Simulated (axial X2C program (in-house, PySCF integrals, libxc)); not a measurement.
The numbers below are computed, except where a source is named.
CNdO⁻: input and output of an open-shell CI run

Program: an in-house all-electron X2C program for linear molecules (integrals from PySCF).

Input and command:
```json
{"zs": [6, 60, 8], "q": -1, "bas": ["dyall-v2z", "dyall-v2z", "dyall-v2z"], "r0": 1.72, "metal": 1, "shells": [[3, [2, 3], 2], [0, [0], 1], [3, [1], 0]], "fix": 0, "emax": 3.5, "nroots": 6, "r2": 1.72}
```
```bash
python soci.py task.json out
```

Keys: zs atomic numbers; q charge; bas basis sets; r0 starting distance in Å; metal index of the metal atom; shells open shells as [l, |m| values, electrons]; fix electron count of the first shell held; emax energy window in eV; nroots roots for each Ω; r2 second bond in Å, held.

Output at C–Nd–O held linear, bonds 2.173 and 1.720 Å (the second held):

```
average of configuration f(δφ)2 s1 f(π)0
basis functions 198  fitting functions 1190
iter      average energy  largest gradient
   1      -9728.558025686   1.77e-01
   2      -9728.558649133   5.40e-04
   3      -9728.558651649   5.81e-04
   4      -9728.558651734   1.58e-04
   5      -9728.558652091   1.25e-05
converged
CI levels
2*Omega        energy/Eh    cm-1   g(par)  dipole/D  leading shell counts
    7     -9728.63171206        0   4.123   -7.508  {'2 1 0': 1.0}
    9     -9728.63058010      248   8.128   -7.509  {'2 1 0': 1.0}
   11     -9728.62027111     2511  12.053   -7.517  {'2 1 0': 1.0}
    9     -9728.62005977     2557   8.050   -7.517  {'2 1 0': 1.0}
   13     -9728.61016575     4729  16.000   -7.524  {'2 1 0': 1.0}
   11     -9728.60874759     5040  11.996   -7.524  {'2 1 0': 1.0}
    1     -9728.60842515     5111   2.012   -7.521  {'2 1 0': 1.0}
    3     -9728.60216990     6484   5.623   -7.519  {'2 1 0': 0.999}
    1     -9728.60095338     6751   1.599   -7.519  {'2 1 0': 0.999}
    1     -9728.57789870    11811   0.764   -7.526  {'2 1 0': 0.994}
    3     -9728.57785956    11819   4.200   -7.524  {'2 1 0': 0.994}
    1     -9728.57678204    12056   1.767   -7.528  {'2 1 0': 0.994}
    5     -9728.57562130    12310   7.900   -7.526  {'2 1 0': 0.993}
    3     -9728.57420119    12622   3.905   -7.526  {'2 1 0': 0.993}
    1     -9728.56957859    13637   1.690   -7.520  {'2 1 0': 0.995}
    1     -9728.56101088    15517   2.000   -7.519  {'2 1 0': 1.0}
    3     -9728.54468728    19100   4.016   -7.526  {'2 1 0': 0.996}
    9     -9728.53582710    21044  10.090   -7.542  {'2 1 0': 0.987}
    7     -9728.53576606    21058   6.087   -7.542  {'2 1 0': 0.987}
   13     -9728.51082599    26531  14.009   -7.522  {'2 1 0': 1.0}
   11     -9728.51081311    26534  10.005   -7.522  {'2 1 0': 1.0}
   11     -9728.50486310    27840  12.086   -7.535  {'2 1 0': 0.997}
    9     -9728.50480593    27853   8.081   -7.535  {'2 1 0': 0.997}
    3     -9728.50395065    28040   5.949   -7.526  {'2 1 0': 0.999}
```

Dipoles in the output refer to the first atom as origin, so for this ion they depend on that choice.

Dynamic correlation is missing, so gaps between terms are too wide and other configurations may lie lower; the lowest level listed is that of this model, not necessarily the ground state. At most 6 roots were kept for each Ω > 0 (twice that for Ω = 0) within 3.5 eV of the lowest, so higher up levels can be missing between those listed; levels with Ω > 0 are doubly degenerate and listed once, Ω = 0 levels singly. States that fill the shells left empty in the average are placed too high. For an anion, levels above electron detachment are held by the basis set. Along the bond the averaged SCF switches between close solutions, so this one may not be the lowest. The molecule was held linear; bending was not examined.
